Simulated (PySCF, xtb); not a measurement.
C2HCl2, SMILES [CH]=C(Cl)Cl, multiplicity 2.

Harmonic wavenumbers (cm⁻¹) from GFN2-xTB (xtb 6.7.1) at its own minimum, in rising order: 241, 278, 395, 460, 505, 601, 681, 1704, 3275.

Problem. What does PBE0-D3(BJ)/def2-SVP (PySCF) give at its own minimum? (An estimate is asked for; the answer gives what the named calculation found.)

Solution. 293, 340, 467, 601, 636, 703, 892, 1678, 3336. Paired by order, the mean absolute difference is 95 cm⁻¹ and the zero-point energies are 11.6 and 12.8 kcal/mol.
